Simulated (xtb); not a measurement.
C6H17NSi, SMILES CC(C)N([SiH3])C(C)C. All values are semi-empirical tight-binding results from xtb (GFN2-xTB unless named), good for trends rather than for accurate numbers. The structure is a stationary point at GFN2-xTB. The isomer is the one that the SMILES or the coordinates give; other isomers of the formula were not compared. One conformer was computed; it need not be the lowest.

Optimised geometry:

```xyz
25

Si     0.0069     2.1661    -0.1159
N      0.0330     0.4610     0.1109
C     -1.2463    -0.2093     0.3017
C     -1.6123    -1.2346    -0.7717
C     -1.4056    -0.8102     1.7048
C      1.2680    -0.2570    -0.1648
C      1.4283    -0.6635    -1.6369
C      1.5373    -1.4519     0.7485
H      1.3461     2.6624     0.1954
H     -0.9819     2.7201     0.8106
H     -0.3540     2.5837    -1.4832
H     -1.9913     0.5913     0.2269
H     -0.9985    -2.1282    -0.7008
H     -2.6515    -1.5303    -0.6407
H     -1.5003    -0.8013    -1.7622
H     -0.8957    -1.7628     1.8036
H     -2.4621    -0.9699     1.9105
H     -1.0101    -0.1193     2.4450
H      2.0603     0.4741     0.0382
H      0.8190    -1.5256    -1.8894
H      1.1468     0.1667    -2.2800
H      2.4686    -0.9150    -1.8324
H      1.4268    -1.1664     1.7908
H      2.5601    -1.7897     0.5917
H      0.8740    -2.2843     0.5315
```
Charge 0, spin multiplicity 1.

```
Item                                            Result
--------------------------------------  --------------
orbital gap                                    4.88 eV
dipole moment                                   1.22 D
zero-point energy                       136.2 kcal/mol
G − E(el) at 298.15 K (modified RRHO)   113.4 kcal/mol
static polarisability (D4 model)           112.8 bohr³
solvation energy, GFN2-xTB/ALPB(water)   -0.4 kcal/mol
solvation energy, GFN2-xTB/ALPB(chcl3)   -5.6 kcal/mol
```

Computed atomic charges and the Wiberg bond orders between heavy atoms:
charges (e) Si1 0.47, N2 -0.28, C3 0.05, C4 -0.11, C5 -0.11, C6 0.05, C7 -0.11, C8 -0.11, H9 -0.12, H10 -0.11, H11 -0.11, H12 0.02, H13 0.04, H14 0.03, H15 0.04, H16 0.04, H17 0.03, H18 0.04, H19 0.02, H20 0.04, H21 0.03, H22 0.03, H23 0.04, H24 0.03, H25 0.04. Bond orders Si1–N2 1.10, N2–C3 1.01, C3–C4 1.00, C3–C5 1.00, N2–C6 1.02, C6–C7 0.99, C6–C8 1.00.
